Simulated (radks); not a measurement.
Results of a calculation; reference values are marked as such.
The mean radii <r> (bohr) of the occupied orbitals of an atom or ion are listed with their occupations. Level of theory: Dirac Kohn-Sham, LDA (Slater exchange, Perdew-Wang correlation), spin-unpolarised, spherical densities, point nucleus (a radial shooting solver on a logarithmic mesh with Libxc functionals).

| orbital | occ. | <r> |
|---|---|---|
| 1s1/2 | 2 | 0.05038 |
| 2s1/2 | 2 | 0.2264 |
| 2p1/2 | 2 | 0.1961 |
| 2p3/2 | 4 | 0.1995 |
| 3s1/2 | 2 | 0.6825 |
| 3p1/2 | 2 | 0.7070 |
| 3p3/2 | 4 | 0.7180 |
| 3d3/2 | 4 | 0.8929 |
| 3d5/2 | 6 | 0.9006 |
| 4s1/2 | 1 | 2.378 |

Name the element and its charge. Open shells, if any, are shared by 2j + 1.

Answer. Z = 30, zinc, charge +1: Zn+ in [Ar] 3d10 4s1. The 1s radius gives Z: for a bare nucleus <r> = (2 gamma + 1)/(2Z) with gamma = sqrt(1 - (Z/c)^2), 0.04919 bohr for Z = 30, and screening makes it slightly larger (0.05038 here). The occupations add up to 29, and the charge is Z minus that.
